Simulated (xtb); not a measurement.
Br2Pb, singlet, at a GFN2-xTB geometry (such geometries of metal compounds can be far from the true shape), atoms displaced at random by about 0.05 Å a coordinate; GFN2-xTB in xtb.

Input for xtb:
```
$ xtb mol.xyz --gfn 2 --opt crude --json

# file mol.xyz
3

Pb    -0.04693857     0.04091986     0.70387958
Br     1.10454836    -1.65565360    -0.95664736
Br    -1.13322657     1.63707534    -0.90052422
```

The log (banner, timings and long lists left out):

```
   ID    Z sym.   atoms
    1   82 Pb     1
    2   35 Br     2, 3

           -------------------------------------------------
          |                Calculation Setup                |
           -------------------------------------------------

           -------------------------------------------------
          |                 G F N 2 - x T B                 |
           -------------------------------------------------

          ...................................................
          :                      SETUP                      :
          :.................................................:
          :  # basis functions                  24          :
          :  # atomic orbitals                  22          :
          :  # shells                            8          :
          :  # electrons                        18          :
          :  max. iterations                   250          :
          :  Hamiltonian                  GFN2-xTB          :
          :  restarted?                      false          :
          :  GBSA solvation                  false          :
          :  PC potential                    false          :
          :  electronic temp.          300.0000000     K    :
          :  accuracy                    1.0000000          :
          :  -> integral cutoff          0.2500000E+02      :
          :  -> integral neglect         0.1000000E-07      :
          :  -> SCF convergence          0.1000000E-05 Eh   :
          :  -> wf. convergence          0.1000000E-03 e    :
          :  Broyden damping             0.4000000          :
          :  net charge                          0          :
          :  unpaired electrons                  0          :
          ...................................................

 iter      E             dE          RMSdq      gap      omega  full diag
   1    -10.5806056 -0.105806E+02  0.967E+00    3.71       0.0  T
   2    -10.6038286 -0.232230E-01  0.539E+00    2.51       1.0  T
   3    -10.6051805 -0.135189E-02  0.307E+00    2.63       1.0  T
   4    -10.6062075 -0.102703E-02  0.114E+00    2.46       1.0  T
   5    -10.6064060 -0.198468E-03  0.793E-01    2.54       1.0  T
   6    -10.6065565 -0.150527E-03  0.314E-01    2.47       1.0  T
   7    -10.6065863 -0.297989E-04  0.134E-01    2.50       1.0  T
   8    -10.6065893 -0.302875E-05  0.385E-02    2.51       1.5  T
   9    -10.6065899 -0.595314E-06  0.243E-02    2.51       2.4  T
[...]
         :: total energy             -10.603882728741 Eh    ::
 * total energy  :   -10.6038827 Eh     change       -0.2344791E-11 Eh
 * total energy  :   -10.5984509 Eh     change        0.5431786E-02 Eh
 * total energy  :   -10.6027859 Eh     change       -0.4334950E-02 Eh
 * total energy  :   -10.5932086 Eh     change        0.9577258E-02 Eh
 * total energy  :   -10.6049471 Eh     change       -0.1173847E-01 Eh
 * total energy  :   -10.6049926 Eh     change       -0.4548834E-04 Eh
   *** GEOMETRY OPTIMIZATION CONVERGED AFTER 6 ITERATIONS ***
         :: total energy             -10.604992588237 Eh    ::
[...]
        17                          0.0521538               1.4192
        18                          0.0523600               1.4248
        19                          0.0637738               1.7354
        20                          0.0797244               2.1694
       ...                                ...                  ...
        22                          0.2661952               7.2435
      -------------------------------------------------------------
                  HL-Gap            0.0964627 Eh            2.6249 eV
             Fermi-level           -0.3612600 Eh           -9.8304 eV

     #   Z          covCN         q      C6AA      α(0)
     1  82 Pb       1.757     0.689   423.105    42.927
     2  35 Br       0.879    -0.343   194.590    22.491
     3  35 Br       0.878    -0.346   194.664    22.495

 Mol. C6AA /au·bohr⁶  :       2325.642797
 Mol. C8AA /au·bohr⁸  :     228668.807993
 Mol. α(0) /au        :         87.914137

Wiberg/Mayer (AO) data.
largest (>0.10) Wiberg bond orders for each atom

 ---------------------------------------------------------------------------
     #   Z sym  total        # sym  WBO       # sym  WBO       # sym  WBO
 ---------------------------------------------------------------------------
     1  82 Pb   2.036 --     2 Br   1.020     3 Br   1.016
     2  35 Br   1.087 --     1 Pb   1.020
     3  35 Br   1.083 --     1 Pb   1.016
 ---------------------------------------------------------------------------

Topologies differ in total number of bonds
Writing topology from bond orders to xtbtopo.mol

molecular dipole:
                 x           y           z       tot (Debye)
 q only:        0.015      -0.020       2.128
   full:        0.012      -0.014       3.158       8.028
molecular quadrupole (traceless):
                xx          xy          yy          xz          yz          zz
 q only:        0.704       6.845      -4.712      -0.126       0.008       4.008
  q+dip:        1.697      13.475      -8.970      -0.117      -0.094       7.272
   full:        2.256      13.785      -8.657      -0.126      -0.082       6.401

optimized geometry written to: xtbopt.xyz

           -------------------------------------------------
          | TOTAL ENERGY              -10.604992588237 Eh   |
          | GRADIENT NORM               0.001430583524 Eh/α |
          | HOMO-LUMO GAP               2.624883958872 eV   |
           -------------------------------------------------

normal termination of xtb
```
